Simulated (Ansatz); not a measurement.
`[OH][In]([F])[O][SiH3]` and `[OH][InH][F]` differ in one atom or group.

Ansatz, PBE0-D4/def2-TZVP geometries, multiplicity 1. Each molecule was computed in one conformer, which needn't be the lowest.

Elements past krypton have def2 core potentials.

```csv
property,`[OH][In]([F])[O][SiH3]`
HOMO energy (PBE/def2-TZVPP) / eV,-7.29
size of the dipole moment (ωB97M-V/def2-TZVPP) / D,1.13
HOMO energy (PBE0/def2-TZVPP) / eV,-8.75
HOMO energy (ωB97M-V/def2-TZVPP) / eV,-11.06
size of the dipole moment (B3LYP/def2-TZVPP) / D,1.12
LUMO energy (PBE/def2-TZVPP) / eV,-3.48
```

Task: What does the change do to each property? (Best estimate.)

Result: The calculation gave: 
| property | `[OH][InH][F]` | shift |
| --- | --- | --- |
| HOMO energy (PBE/def2-TZVPP) / eV | -7.25 | 0.04 |
| size of the dipole moment (ωB97M-V/def2-TZVPP) / D | 4.17 | 3.04 |
| HOMO energy (PBE0/def2-TZVPP) / eV | -8.90 | -0.15 |
| HOMO energy (ωB97M-V/def2-TZVPP) / eV | -11.33 | -0.27 |
| size of the dipole moment (B3LYP/def2-TZVPP) / D | 4.15 | 3.03 |
| LUMO energy (PBE/def2-TZVPP) / eV | -2.33 | 1.15 |

With PBE0 the HOMO falls by 0.15 eV and the LUMO rises by 1.13 eV, so the gap widens by about 1.28 eV. PBE moves the HOMO by 0.04 eV and ωB97M-V by -0.27 eV. Dipoles are sizes alone; their direction can turn.

B3LYP here is the variant with VWN-RPA as its local correlation; programs differ in this.

Positive LUMOs are unbound, so they and the gaps depend on the basis.
